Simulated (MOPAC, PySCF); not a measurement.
Isomers of C3H3F. All species are isolated molecules in the gas phase. Strings in code marks are SMILES.

Quantity: vertical ionisation energy (energy after one electron is removed minus that of the parent at the parent's geometry), in eV.

Level 1: PBE-D3(BJ)/def2-TZVP // PBE0-D3(BJ)/def2-TZVP (PySCF)
Level 2: PBE/6-31G* // PBE0-D3(BJ)/def2-TZVP (PySCF)
Level 3: minus the HOMO energy of PM6 // PBE0-D3(BJ)/def2-TZVP (MOPAC)
Level 4: minus the HOMO energy of SVWN5/6-31G* // PBE0-D3(BJ)/def2-TZVP (PySCF)

```csv
species,level 2,level 3,level 4
`CC#CF`,9.81,10.83,6.01
`C=C=CF`,9.47,10.36,5.91
`FC1=CC1`,9.47,10.37,5.85
`C#CCF`,10.19,11.21,6.61
```

### Question
What does level 1 give for each, and how far do the other levels lie from it on average?

### Answer

- `CC#CF`: 10.03
- `C=C=CF`: 9.74
- `FC1=CC1`: 9.67
- `C#CCF`: 10.47
Mean absolute difference from level 1, which has limits of its own, over these rows (drawn at random from the members that have all these levels): level 2 0.245 eV, level 3 0.71 eV, level 4 3.89 eV.
